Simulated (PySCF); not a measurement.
Does the structure fit the spectrum?

A compound C8H12Si gives the data below (simulated from a calculation) and was assigned the structure `C[Si@@H]1C=CC=C1C1CC1`.

13C{1H} NMR (computed): δ 160.6 (C), 154.5 (C), 142.8 (CH), 138.2 (CH), 45.2 (CH2), 23.3 (CH), 21.3 (CH3), 13.4 (CH2).

1H NMR (400 MHz, computed): δ 6.75 (m, 1H), 6.64 (m, 1H), 4.79 (m, 1H), 4.48 (m, 1H), 2.88 (m, 1H), 2.87 (m, 1H), 2.33 (m, 1H), 2.00 (m, 1H), 1.91 (m, 1H), 1.32 (d, 3H).

- GFN2-xTB structure
- NMR shieldings at PBE0/pcSseg-1/GIAO
- code: PySCF 2.14.0 with density-fitted response routines
- in vacuum, equivalent nuclei averaged, non-relativistic, a single conformation

Shifts are taken against calculated references (same method and geometry level): TMS for 1H (σref 31.72), 13C (σref 186.93).

(1) Compare with the shifts computed for the proposed structure, pairing carbons in order of shift.

(2) Which isomer fits?

Answers

(1) Atom-mapped SMILES (the numbers label the heavy atoms): `[CH3:1][Si@@H:2]1[CH:3]=[CH:4][CH:5]=[C:6]1[CH:7]1[CH2:8][CH2:9]1`. Hydrogens are named by the atom that carries them.

```tsv
atom	computed for proposal	given list	difference
C6	164.5	160.6	+3.9
C4	156.0	154.5	+1.5
C5	137.5	142.8	-5.3
C3	130.7	138.2	-7.5
C8	18.9	45.2	-26.3
C9	18.0	23.3	-5.3
C7	14.9	21.3	-6.4
C1	-6.7	13.4	-20.1
```

The rms difference is 12.6 ppm and the largest -26.3 ppm at C8 (three-membered-ring carbon). The carbon types in order of shift don't match either: C, CH, CH, CH, CH2, CH2, CH, CH3 for the proposal against C, C, CH, CH, CH2, CH, CH3, CH2 in the data. The proposal doesn't fit.

(2) `C[C@@H]1[SiH2]CC2=C1C=CC2`.

Carbon types of the structure: 2 × C, 3 × CH, 2 × CH2, 1 × CH3, leaving 2 H on heteroatoms. δC 160.6, 154.5: fully substituted alkene carbon; an sp2 carbon of a C=C bond. δC 142.8, 138.2: alkene CH; an sp2 carbon of a C=C bond. δC 45.2: allylic sp3 CH2; saturated and bonded to C and H only. δH 6.75, 6.64: hydrogen on an alkene CH; olefinic region.

Other isomers checked: C=CC1=C[SiH2][C@H]2C[C@@H]1C2 (rms 13.4 ppm); C=C[C@@]1(C#CC)[SiH2][C@@H]1C (rms 33.1 ppm).

The shifts were computed for this structure.

Shifts are as computed. Against solution values, carbons near 30 ppm lie about +3 ppm off and those near 130 ppm about +5 ppm. Of 1211 compounds with measured shifts, 218 miss one by over three times the rms of a fit or turn the order of signals round; such compounds aren't used in these exercises. Multiplicities follow the n + 1 count of equivalent neighbours, as no J values were calculated; m marks all less simple cases, F and P coupling included.
